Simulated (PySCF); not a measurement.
Q: Write Cartesian coordinates for `C=C(C)[Si@H](Br)/C=C/[SiH3]` as optimised with PBE0-D3(BJ)/def2-SVP.

A: 
```xyz
19
C5H11BrSi2 angstrom
C     -3.0586    0.4651   -1.6165
C     -2.0695   -0.2626   -1.0774
C     -2.1404   -0.8449    0.3032
Si    -0.5159   -0.5364   -2.0828
Br    -0.1968   -2.7414   -2.3356
C      0.9769    0.1673   -1.2016
C      2.0099   -0.5342   -0.7057
Si     3.4549    0.2280    0.2124
H     -2.9955    0.8769   -2.6289
H     -3.9810    0.6769   -1.0614
H     -2.0189   -1.9400    0.2694
H     -1.3245   -0.4608    0.9380
H     -3.0987   -0.6171    0.7940
H     -0.6809    0.0623   -3.4377
H      0.9656    1.2604   -1.0657
H      2.0060   -1.6247   -0.8524
H      4.7393   -0.0599   -0.4974
H      3.2540    1.7061    0.2995
H      3.5566   -0.3424    1.5915
```

Orientation and origin are arbitrary. Atoms count from 1 in this order. All 3 C–Si bonds measure 1.871 to 1.874 Å. Of the pairs four or more bonds apart, Br5···H16 is among the closest relative to their van der Waals radii: 2.88 Å, 94 % of the sum of Bondi's values. Si8 (SiH3 silicon) is tetrahedral (angles from 107.8° to 110.6°). Si4 (SiH silicon) is tetrahedral (angles from 108.0° to 111.4°).

Bonds between heavy atoms (Å): C1=C2 1.341, C2–C3 1.500, C2–Si4 1.871, Si4–Br5 2.242, Si4–C6 1.871, C6=C7 1.344, C7–Si8 1.874.

Theory: PBE0-D3(BJ)/def2-SVP geometry optimisation, gas phase in PySCF.

Point group: C1 (no symmetry element, even within 0.4 Å). No frequency check. The numbers are those of one conformer (C1–C2–Si4–Br5 -122°, C2–Si4–C6–C7 114°).

Cost: about 2.4 min of CPU time on one thread; the machine was shared, so the figure is rough. That covers the optimisation of the geometry.
